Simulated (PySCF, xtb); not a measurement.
F₂H₅NSi₂, SMILES N[SiH2][SiH](F)F.

GFN2-xTB (xtb) at its own geometry gives an orbital gap of 4.35 eV and a dipole moment of 1.86 D.

Geometry optimised at PBE-D3(BJ)/def2-SVP. The structure was generated by enumeration, and PubChem lists no compound with its InChIKey, so it may never have been made. The values are those of a single conformer.

**Question.** What does PBE/def2-TZVP (PySCF) give? (Estimate from the structure and the level; the computed values follow.)

**Answer.** gap 4.51 eV (levels -6.12 and -1.61 eV), dipole 1.07 D.
